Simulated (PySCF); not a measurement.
C4H12OSi. Atoms are numbered in the order given.

```xyz
18

C     -2.7027    -0.3351     0.9818
C     -2.2694    -0.9050    -0.3678
C     -1.1469    -0.1125    -1.0182
O     -0.0090    -0.1538    -0.1853
C      1.0851     0.5967    -0.6584
Si     2.5143     0.4112     0.5795
H     -1.8502    -0.3013     1.6760
H     -3.4972    -0.9448     1.4396
H     -3.0876     0.6930     0.8736
H     -1.9303    -1.9482    -0.2468
H     -3.1215    -0.9298    -1.0691
H     -1.4612     0.9418    -1.1771
H     -0.9024    -0.5297    -2.0175
H      0.8216     1.6705    -0.7741
H      1.4105     0.2521    -1.6641
H      2.0990     0.9134     1.9195
H      2.9159    -1.0195     0.6904
H      3.6786     1.2114     0.0940
```
Charge 0, spin multiplicity 1.

Geometry optimised at B3LYP-D3(BJ)/def2-SVP. Other conformers were not sampled.

Level of theory: PySCF with PBE/def2-TZVP.

ESP charges are fitted to the potential on shells at 1.4 to 2.0 van der Waals radii. Atomic charges (e):

```json
[
 {"atom": "C1", "ESP fit": "-0.33", "IAO": "-0.43", "Mulliken": "-0.37"},
 {"atom": "C2", "ESP fit": "0.13", "IAO": "-0.26", "Mulliken": "-0.13"},
 {"atom": "C3", "ESP fit": "-0.17", "IAO": "-0.05", "Mulliken": "-0.07"},
 {"atom": "O4", "ESP fit": "-0.11", "IAO": "-0.38", "Mulliken": "-0.24"},
 {"atom": "C5", "ESP fit": "-0.16", "IAO": "-0.33", "Mulliken": "-0.17"},
 {"atom": "Si6", "ESP fit": "0.15", "IAO": "0.57", "Mulliken": "0.15"},
 {"atom": "H7", "ESP fit": "0.08", "IAO": "0.15", "Mulliken": "0.13"},
 {"atom": "H8", "ESP fit": "0.08", "IAO": "0.14", "Mulliken": "0.12"},
 {"atom": "H9", "ESP fit": "0.09", "IAO": "0.14", "Mulliken": "0.10"},
 {"atom": "H10", "ESP fit": "0.01", "IAO": "0.14", "Mulliken": "0.09"},
 {"atom": "H11", "ESP fit": "0.01", "IAO": "0.14", "Mulliken": "0.09"},
 {"atom": "H12", "ESP fit": "0.08", "IAO": "0.11", "Mulliken": "0.08"},
 {"atom": "H13", "ESP fit": "0.06", "IAO": "0.12", "Mulliken": "0.09"},
 {"atom": "H14", "ESP fit": "0.10", "IAO": "0.13", "Mulliken": "0.10"},
 {"atom": "H15", "ESP fit": "0.10", "IAO": "0.13", "Mulliken": "0.10"},
 {"atom": "H16", "ESP fit": "-0.04", "IAO": "-0.10", "Mulliken": "-0.02"},
 {"atom": "H17", "ESP fit": "-0.04", "IAO": "-0.10", "Mulliken": "-0.02"},
 {"atom": "H18", "ESP fit": "-0.05", "IAO": "-0.11", "Mulliken": "-0.03"}
]
```

Computed Mayer and Wiberg (Löwdin basis) orders of the bonds:
```
bond     Mayer  Wiberg
-------  -----  ------
C1–C2     1.02    1.30
C2–C3     1.02    1.26
C3–O4     1.01    1.46
O4–C5     0.98    1.50
C5–Si6    1.00    1.18
C1–H7     0.97    0.90
C1–H8     0.97    0.91
C1–H9     0.96    0.90
C2–H10    0.95    0.84
C2–H11    0.94    0.84
C3–H12    0.94    0.86
C3–H13    0.94    0.87
C5–H14    0.92    0.87
C5–H15    0.92    0.87
Si6–H16   0.95    0.96
Si6–H17   0.95    0.96
Si6–H18   0.94    0.95
```
